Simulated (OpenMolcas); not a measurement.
# Br+: effect of the active space

```json
{
  "Program": "OpenMolcas",
  "Method": "SS-CASPT2 or its RAS form, IPEA 0.25 Eh, imaginary shift 0.1 Eh",
  "Basis": "ANO-RCC-VTZP",
  "Scalar Hamiltonian": "DKH2, point nucleus",
  "Spin-orbit coupling": "RASSI with atomic mean-field integrals over the reference wave functions, term energies averaged over their components"
}
```

A. 4 electrons in 3 orbitals (4p); 2S+1 = 3 even, 3 roots; 2S+1 = 1 even, 6 roots; closed shells correlated: 3d 4s; CASPT2 step about 0.8 core-seconds
B. 6 electrons in 8 orbitals (4s 4p 5s 5p); 2S+1 = 3 even, 3 roots; 2S+1 = 1 even, 6 roots; 2S+1 = 3 odd, 1 root; 2S+1 = 1 odd, 5 roots; closed shells correlated: 3d; CASPT2 step about 5 core-seconds
C. 6 electrons in 9 orbitals (RAS2 4s 4p; RAS3 4d, at most 2 electrons); 2S+1 = 3 even, 3 roots; 2S+1 = 1 even, 6 roots; 2S+1 = 3 odd, 5 roots kept (CI in the orbitals of an earlier block); 2S+1 = 1 odd, 1 root; closed shells correlated: 3d; CASPT2 step roughly 8 core-seconds

Energies in cm⁻¹ above 4s² 4p⁴ ³P₂, the measured ground level; measured values from NIST Handbook of Basic Atomic Spectroscopic Data.

```
      Level      A      B      C  Measured
4s² 4p⁴ ³P₂    0.0    0.0    0.0       0.0
4s² 4p⁴ ³P₁   2880   2800   2830      3136
4s² 4p⁴ ³P₀   3640   3520   3580      3837
4s² 4p⁴ ¹D₂  12490  12670  12480     12089
4s² 4p⁴ ¹S₀  29130  28340  28370     27867
```

Deviations, from unrounded energies. A percentage is the sum of absolute deviations over the sum of measured energies, with the sign that they share, or ± where signs differ.

| Against measurement | Levels | A | B | C |
| --- | --- | --- | --- | --- |
| mean absolute deviation (cm-1) | 4 | 530 | 430 | 370 |
| fine structure of the ground term (%) | 2 | -6.6 | -9.4 | -8.1 |
| other terms of the ground configuration (%) | 2 | +4.2 | +2.6 | +2.3 |

C lies closest to measurement on these levels and A furthest from it. The largest miss of C in the table is 4s² 4p⁴ ¹S₀, by +500 cm-1. The ranking rests on the paired levels alone, and a cruder setting can come out closer through cancelling errors.

Among A to C the level of the table that moves most is 4s² 4p⁴ ¹S₀, by 790 cm-1 (lowest in B, highest in A). Moves below CASPT2's spread within the term are not significant.

CASPT2 does not keep the components of a term degenerate, so their means are used; among the terms shown or strongly mixed into the levels shown the widest spread is 160 cm-1 (4s² 4p⁴ ¹D, A). Over all roots computed the reference weight is 0.89 to 0.98 in C; the roots of lowest weight are the least certain, and an intruder state may touch them. With the s shell closed, the reference lacks s² → p² mixing (holds for A). The run also gave levels led by 4s² 4p³ 5s, which use shells meant for correlation; these and all levels above them are left out (holds for B). The run also gave levels led by 4s² 4p³ 4d, which use shells meant for correlation; these and all levels above them are left out (holds for C). No level of 4s 4p⁵ was computed, though it lies in the active space (holds for C). Measured partners are found by configuration, term and J. A level has none where our copy of the source lacks it or the pairing is in doubt (some pairs that miss far off the trend of their configuration count as doubtful), and it then counts in no deviation. Only configurations of the active space appear. The table leaves out levels that lie high or whose names do not pair safely across all columns.
